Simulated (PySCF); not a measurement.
CH5Cl2NSi, SMILES CN[SiH](Cl)Cl.

Coordinates come from a PBE0-D3(BJ)/def2-SVP optimisation. Other conformers were not sampled.

These are PBE0-D3(BJ)/def2-SVP (PySCF) values and carry that method's errors.

Frequencies are harmonic and unscaled.

Task: List the normal modes with their intensities. (An estimate is asked for; the answer gives what the named calculation found.)

Result: 
```tsv
mode	ν (cm⁻¹)	IR (km/mol)	Raman (Å⁴/amu)	depolarisation	moving atoms (share of kinetic energy)
1	52	1.0	0.9	0.73	C 33 %, H 27 %, Cl 22 %, N 12 %
2	115	2.1	0.7	0.69	H 72 %, Cl 13 %, C 9 %
3	154	1.0	0.7	0.75	H 47 %, Cl 16 %, Si 13 %, N 12 %, C 12 %
4	180	2.4	2.6	0.73	Cl 73 %, Si 11 %
5	280	8.8	3.2	0.69	N 40 %, Si 25 %, Cl 19 %, H 15 %
6	315	8.3	2.9	0.40	Cl 28 %, C 25 %, N 22 %, H 18 %
7	452	54.3	3.8	0.12	H 69 %, N 14 %, Cl 12 %
8	536	114.4	6.5	0.10	Si 42 %, Cl 35 %, H 16 %
9	589	128.6	4.3	0.69	Si 55 %, Cl 36 %, H 9 %
10	785	146.6	7.0	0.75	H 85 %, Si 11 %
11	826	82.7	7.1	0.20	Si 36 %, N 33 %, H 20 %, C 11 %
12	860	128.5	10.0	0.64	H 91 %, Si 8 %
13	1098	18.5	2.2	0.69	H 82 %, C 11 %
14	1139	0.8	1.8	0.43	H 76 %, C 19 %
15	1175	112.6	2.0	0.69	N 41 %, C 34 %, H 23 %
16	1398	81.3	1.3	0.08	H 63 %, N 26 %, C 10 %
17	1451	11.0	8.9	0.62	H 86 %, C 14 %
18	1465	9.1	17.4	0.72	H 96 %
19	1497	13.0	19.1	0.72	H 95 %
20	2301	86.4	121.3	0.18	H 97 %
21	3025	62.6	168.2	0.04	H 97 %
22	3108	23.2	104.9	0.62	H 91 %, C 9 %
23	3140	16.0	71.7	0.73	H 90 %, C 10 %
24	3637	41.0	72.4	0.24	H 93 %
```
